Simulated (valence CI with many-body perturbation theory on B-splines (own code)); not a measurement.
## Energy levels of Bi⁶¹⁺

Calculated by valence CI with perturbative core correlation (CI+MBPT): four valence electrons over a frozen Dirac-Fock core [Ar], a basis of 7 s, 7 p, 8 d, 6 f, 4 g, 1 h functions for each j, with the one-electron correlation potential Σ1, the two-electron term Σ2, the three-electron term Σ3, Breit, model QED; selected CI, second order for the rest, scaled by the run's own slope (own B-spline code, finite nucleus).

The last digits are not significant, and no measured levels were compared; by estimate large intervals hold to a few tenths of a per cent, small ones and those within an open d or f shell to about a per cent. Excitations out of the core, of the other parity, are not computed and may begin above about 282 eV (a cautious bound); beyond it only levels of the ground parity were kept, without lifetimes. Only levels of the ground parity were solved; by the run's estimate the other parity begins above the list, which can be wrong where configurations are misplaced.

Levels 1 to 34 of 34, with energies above the lowest level, (3d3/2^4) J=0. "Leading %" is the weight of the configuration and term that name the level; weights of strongly mixed levels are sums over their largest components and can fall short. In the jj column 3d3/2^4 stands for four electrons in 3d with j = 3/2. Lifetimes count E1, E2, E3, M1 and M2 decay at the calculated energies, and are blank where another channel may lead or the interval is too uncertain; long ones can be off by a factor of two.

| No. | Configuration | Term | J | E (eV) | Leading % | Lifetime | Second component | g | Leading jj |
| --- | --- | --- | --- | --- | --- | --- | --- | --- | --- |
| 1 | 3d4 | 3P | 0 | 0.00 | 61 |  | 23 % 3d4 5D |  | 3d3/2^4 (100 %) |
| 2 | 3d4 | 5D | 1 | 115.30 | 54 | 53.4 ns | 46 % 3d4 3P | 1.487 | 3d3/2^3 3d5/2 (100 %) |
| 3 | 3d4 | 3F | 4 | 128.45 | 28 |  | 26 % 3d4 1G | 1.048 | 3d3/2^3 3d5/2 (100 %) |
| 4 | 3d4 | 5D | 2 | 133.50 | 26 | 24.0 μs | 20 % 3d4 1D | 1.170 | 3d3/2^3 3d5/2 (98 %) |
| 5 | 3d4 | 3F | 3 | 137.08 | 32 |  | 20 % 3d4 3G | 1.091 | 3d3/2^3 3d5/2 (98 %) |
| 6 | 3d4 | 5D | 2 | 240.22 | 59 | 32.2 ns | 14 % 3d4 3P | 1.317 | 3d3/2^2 3d5/2^2 (98 %) |
| 7 | 3d4 | 5D | 0 | 240.58 | 68 | 24.1 ns | 24 % 3d4 1S |  | 3d3/2^2 3d5/2^2 (99 %) |
| 8 | 3d4 | 3H | 4 | 243.44 | 40 | 52.8 ns | 32 % 3d4 5D | 1.128 | 3d3/2^2 3d5/2^2 (99 %) |
| 9 | 3d4 | 5D | 3 | 246.09 | 48 | 54.0 ns | 27 % 3d4 3G | 1.185 | 3d3/2^2 3d5/2^2 (98 %) |
| 10 | 3d4 | 3H | 5 | 249.40 | 66 | 112 ns | 34 % 3d4 3G | 1.075 | 3d3/2^2 3d5/2^2 (100 %) |
| 11 | 3d4 | 1I | 6 | 252.32 | 56 |  | 44 % 3d4 3H | 1.059 | 3d3/2^2 3d5/2^2 (100 %) |
| 12 | 3d4 | 3D | 1 | 256.88 | 45 | 58.7 ns | 38 % 3d4 3P | 1.032 | 3d3/2^2 3d5/2^2 (99 %) |
| 13 | 3d4 | 3F | 3 | 259.19 | 45 | 84.5 ns | 23 % 3d4 3G | 1.040 | 3d3/2^2 3d5/2^2 (99 %) |
| 14 | 3d4 | 3G | 4 | 259.96 | 52 | 297 ns | 41 % 3d4 1G | 1.024 | 3d3/2^2 3d5/2^2 (99 %) |
| 15 | 3d4 | 3F | 2 | 262.59 | 34 | 185 ns | 29 % 3d4 3P | 1.064 | 3d3/2^2 3d5/2^2 (99 %) |
| 16 | 3d4 | 3F | 2 | 277.54 | 54 | 51.1 ns | 27 % 3d4 3P | 0.951 | 3d3/2^2 3d5/2^2 (99 %) |
| 17 | 3d4 | 3F | 4 | 283.65 | 65 |  | 30 % 3d4 1G | 1.165 | 3d3/2^2 3d5/2^2 (99 %) |
| 18 | 3d4 | 1D | 2 | 299.55 | 50 |  | 26 % 3d4 3P | 1.092 | 3d3/2^2 3d5/2^2 (98 %) |
| 19 | 3d4 | 1S | 0 | 320.19 | 54 |  | 46 % 3d4 3P |  | 3d3/2^2 3d5/2^2 (95 %) |
| 20 | 3d4 | 5D | 4 | 368.71 | 42 |  | 24 % 3d4 3H | 1.171 | 3d3/2 3d5/2^3 (99 %) |
| 21 | 3d4 | 3F | 3 | 370.42 | 40 |  | 36 % 3d4 5D | 1.213 | 3d3/2 3d5/2^3 (99 %) |
| 22 | 3d4 | 3D | 1 | 376.58 | 44 |  | 30 % 3d4 3P | 1.047 | 3d3/2 3d5/2^3 (99 %) |
| 23 | 3d4 | 3G | 5 | 377.22 | 66 |  | 34 % 3d4 3H | 1.128 | 3d3/2 3d5/2^3 (100 %) |
| 24 | 3d4 | 3H | 6 | 377.39 | 56 |  | 44 % 3d4 1I | 1.077 | 3d3/2 3d5/2^3 (100 %) |
| 25 | 3d4 | 3F | 2 | 387.26 | 45 |  | 36 % 3d4 3P | 1.049 | 3d3/2 3d5/2^3 (98 %) |
| 26 | 3d4 | 3D | 3 | 389.35 | 37 |  | 30 % 3d4 1F | 1.080 | 3d3/2 3d5/2^3 (99 %) |
| 27 | 3d4 | 1S | 0 | 397.97 | 68 |  | 27 % 3d4 3P |  | 3d3/2 3d5/2^3 (94 %) |
| 28 | 3d4 | 1G | 4 | 407.43 | 61 |  | 25 % 3d4 3F | 1.045 | 3d3/2 3d5/2^3 (99 %) |
| 29 | 3d4 | 3F | 3 | 407.45 | 63 |  | 33 % 3d4 1F | 1.050 | 3d3/2 3d5/2^3 (100 %) |
| 30 | 3d4 | 3P | 1 | 408.14 | 86 |  | 11 % 3d4 3D | 1.377 | 3d3/2 3d5/2^3 (99 %) |
| 31 | 3d4 | 1D | 2 | 412.09 | 55 |  | 26 % 3d4 3P | 1.107 | 3d3/2 3d5/2^3 (96 %) |
| 32 | 3d4 | 3F | 4 | 505.19 | 45 |  | 20 % 3d4 1G | 1.163 | 3d5/2^4 (99 %) |
| 33 | 3d4 | 1D | 2 | 516.78 | 29 |  | 25 % 3d4 3P | 1.130 | 3d5/2^4 (98 %) |
| 34 | 3d4 | 3P | 0 | 545.14 | 58 |  | 38 % 3d4 1S |  | 3d5/2^4 (97 %) |

The ionisation energy to 3d3 2D_3/2 of the next ion comes out as 6648.2 eV (NIST: 6648 ± 12 eV (theoretical)). All 34 levels together are meant to be complete up to 281.53 eV.
